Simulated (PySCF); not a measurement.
Computed shifts of a molecule C2H4F2OSi, PBE0/pcSseg-1 (PySCF), GIAO, gas phase, atoms alike by connectivity averaged where their shifts nearly agree, in ppm (number of nuclei): ¹³C: 236.4 (1), 117.4 (1). ²⁹Si: -86.5 (1). ¹⁹F: -145.0 (2). ¹H: 5.36 (1), 4.45 (3). References: ¹⁷O against H2O (σ = 334.2 ppm); ¹³C against TMS (σ = 186.3 ppm); ²⁹Si against TMS (σ = 352.7 ppm); ¹⁹F against CFCl3 (σ = 167.2 ppm); ¹H against TMS (σ = 31.56 ppm), references at their B3LYP-D3(BJ)/def2-TZVP geometries, non-relativistic. Geometry optimised at B3LYP-D3(BJ)/def2-SVP. One conformer was computed; it need not be the lowest.

Question: Pick the molecule that these values belong to.
A) F[Si]1(F)COC1
B) O=C([SiH3])C(F)F
C) C=C[Si](O)(F)F
D) C[Si](F)(F)C=O

Answer: B, O=C([SiH3])C(F)F
